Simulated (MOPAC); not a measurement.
Input for MOPAC: PM7 on C2H6FIn (SMILES [CH3][In]([CH3])[F]).

```
PM7 1SCF PRECISE CHARGE=0 THREADS=1
C2H6FIn

C      2.05280736 1    -0.26688126 1    -0.10544627 1
In     0.00055061 1     0.36244203 1     0.04834549 1
C     -2.05363728 1    -0.27901513 1     0.03305992 1
F      0.00363967 1     2.34104658 1     0.31182917 1
H      2.57515372 1     0.05318498 1     0.79535178 1
H      2.49949565 1     0.23443778 1    -0.96340664 1
H      2.14105603 1    -1.34487798 1    -0.22134519 1
H     -2.57126279 1     0.25664358 1    -0.76188780 1
H     -2.14462804 1    -1.35165896 1    -0.12346489 1
H     -2.50317490 1    -0.00532163 1     0.98696443 1
```

Output:

```
*******************************************************************************
 **                                                                           **
 **                              MOPAC v23.2.5                                **
 **                                                                           **
 *******************************************************************************
 ** MOPAC's Digital Object Identifier: https://doi.org/10.5281/zenodo.6511958 **
 **                                                                           **
 ** Please cite the open-source release paper for use of this MOPAC version:  **
 ** J. E. Moussa and J. J. P. Stewart (2026)                                  **
 ** MOPAC: An open-source semiempirical molecular orbital program             **
 ** J. Open Source Softw., 11(119), 8025, https://doi.org/10.21105/joss.08025 **
 *******************************************************************************

                              PM7 CALCULATION RESULTS

 *******************************************************************************
 *  PM7        - The PM7 Hamiltonian to be used
 *
 *
 *
 *                 CHARGE ON SYSTEM = 0
 *
 *
 *
 *  PRECISE    - TIGHTER CRITERIA TO BE USED
 *  1SCF       - DO 1 SCF AND THEN STOP
 *  THREADS=1  - MULTI-THREADING NOT USED
 *  T=         - A TIME OF 172800.0 SECONDS REQUESTED
 *  DUMP=N     - RESTART FILE WRITTEN EVERY 7200.0 SECONDS REQUESTED
 *******************************************************************************
PM7 1SCF PRECISE CHARGE=0 THREADS=1
 C2H6FIn

   ATOM   CHEMICAL          X               Y               Z
  NUMBER   SYMBOL      (ANGSTROMS)     (ANGSTROMS)     (ANGSTROMS)

     1       C          2.05280736  *  -0.26688126  *  -0.10544627  *
     2      In          0.00055061  *   0.36244203  *   0.04834549  *
     3       C         -2.05363728  *  -0.27901513  *   0.03305992  *
     4       F          0.00363967  *   2.34104658  *   0.31182917  *
     5       H          2.57515372  *   0.05318498  *   0.79535178  *
     6       H          2.49949565  *   0.23443778  *  -0.96340664  *
     7       H          2.14105603  *  -1.34487798  *  -0.22134519  *
     8       H         -2.57126279  *   0.25664358  *  -0.76188780  *
     9       H         -2.14462804  *  -1.35165896  *  -0.12346489  *
    10       H         -2.50317490  *  -0.00532163  *   0.98696443  *



          CARTESIAN COORDINATES

    NO.       ATOM           X           Y           Z

     1         C          2.0528     -0.2669     -0.1054
     2        In          0.0006      0.3624      0.0483
     3         C         -2.0536     -0.2790      0.0331
     4         F          0.0036      2.3410      0.3118
     5         H          2.5752      0.0532      0.7954
     6         H          2.4995      0.2344     -0.9634
     7         H          2.1411     -1.3449     -0.2213
     8         H         -2.5713      0.2566     -0.7619
     9         H         -2.1446     -1.3517     -0.1235
    10         H         -2.5032     -0.0053      0.9870

 General Reference for PM7:
 "Optimization of Parameters for Semiempirical Methods VI: More Modifications to the
 NDDO Approximations and Re-optimization of Parameters", J. J. P. Stewart, J. Mol. Mod., 1:32, 19 (2013)
 https://link.springer.com/article/10.1007/s00894-012-1667-x

           Empirical Formula: C2 H6 In F  =    10 atoms



      MOLECULAR POINT GROUP   :   C2v


      RHF CALCULATION, NO. OF DOUBLY OCCUPIED LEVELS = 12


 -------------------------------------------------------------------------------
 PM7 1SCF PRECISE CHARGE=0 THREADS=1
 C2H6FIn



     1SCF WAS SPECIFIED, SO BFGS WAS NOT USED
     SCF FIELD WAS ACHIEVED


                              PM7 CALCULATION
                                                       MOPAC v23.2.5 Linux




          FINAL HEAT OF FORMATION =        -35.38367 KCAL/MOL =    -148.04529 KJ/MOL


          COSMO AREA              =        125.81 SQUARE ANGSTROMS
          COSMO VOLUME            =        109.96 CUBIC ANGSTROMS

          IONIZATION POTENTIAL    =         10.842299 EV
          HOMO LUMO ENERGIES (EV) =        -10.842  0.143
          NO. OF FILLED LEVELS    =         12
          MOLECULAR WEIGHT        =        163.8878         POINT GROUP:  C2v

          MOLECULAR DIMENSIONS (Angstroms)

            Atom       Atom       Distance
            H     8    H     5     5.38071
            F     4    H     7     3.78422
            H    10    H     6     3.28371


          SCF CALCULATIONS        =          1





   ATOM   CHEMICAL          X               Y               Z
  NUMBER   SYMBOL      (ANGSTROMS)     (ANGSTROMS)     (ANGSTROMS)

     1       C          2.05280736  *  -0.26688126  *  -0.10544627  *
     2      In          0.00055061  *   0.36244203  *   0.04834549  *
     3       C         -2.05363728  *  -0.27901513  *   0.03305992  *
     4       F          0.00363967  *   2.34104658  *   0.31182917  *
     5       H          2.57515372  *   0.05318498  *   0.79535178  *
     6       H          2.49949565  *   0.23443778  *  -0.96340664  *
     7       H          2.14105603  *  -1.34487798  *  -0.22134519  *
     8       H         -2.57126279  *   0.25664358  *  -0.76188780  *
     9       H         -2.14462804  *  -1.35165896  *  -0.12346489  *
    10       H         -2.50317490  *  -0.00532163  *   0.98696443  *

                             CARTESIAN COORDINATES

   1    C        2.052807360    -0.266881260    -0.105446270
   2   In        0.000550610     0.362442030     0.048345490
   3    C       -2.053637280    -0.279015130     0.033059920
   4    F        0.003639670     2.341046580     0.311829170
   5    H        2.575153720     0.053184980     0.795351780
   6    H        2.499495650     0.234437780    -0.963406640
   7    H        2.141056030    -1.344877980    -0.221345190
   8    H       -2.571262790     0.256643580    -0.761887800
   9    H       -2.144628040    -1.351658960    -0.123464890
  10    H       -2.503174900    -0.005321630     0.986964430


           Empirical Formula: C2 H6 In F  =    10 atoms



      MOLECULAR POINT GROUP   :   C2v


                  EIGENVALUES
 -36.18186 -24.46228 -23.60811 -14.19017 -13.98794 -13.88866 -13.65379 -13.36204
 -13.12869 -12.72706 -11.59803 -10.84230   0.14285   0.92151   2.07955   2.46807
   5.81594   5.82780   5.86748   5.87706   7.07309   7.08296


              NET ATOMIC CHARGES AND DIPOLE CONTRIBUTIONS

  ATOM NO.   TYPE          CHARGE      No. of ELECS.   s-Pop       p-Pop
    1          C          -0.613762        4.6138     1.05948     3.55428
    2         In           0.866426        2.1336     0.63095     1.50263
    3          C          -0.613763        4.6138     1.05948     3.55428
    4          F          -0.571816        7.5718     1.96820     5.60362
    5          H           0.157961        0.8420     0.84204
    6          H           0.157560        0.8424     0.84244
    7          H           0.150935        0.8491     0.84907
    8          H           0.157862        0.8421     0.84214
    9          H           0.150937        0.8491     0.84906
   10          H           0.157661        0.8423     0.84234
 DIPOLE           X         Y         Z       TOTAL
 POINT-CHG.    -0.008    -4.859    -0.648     4.902
 HYBRID         0.002     1.257     0.166     1.268
 SUM           -0.006    -3.601    -0.482     3.633


          ATOMIC ORBITAL ELECTRON POPULATIONS

     Atom    s        px        py        pz
    1  C   1.05948   1.19754   1.17826   1.17848
    2 In   0.63095   0.89118   0.52534   0.08611
    3  C   1.05948   1.19760   1.17849   1.17818
    4  F   1.96820   1.99104   1.64645   1.96613
    5  H   0.84204
    6  H   0.84244
    7  H   0.84907
    8  H   0.84214
    9  H   0.84906
   10  H   0.84234

 **********************
 *                    *
 * JOB ENDED NORMALLY *
 *                    *
 **********************




 == MOPAC DONE ==
```

The run finished.

Cost: roughly 0.03 core-seconds.
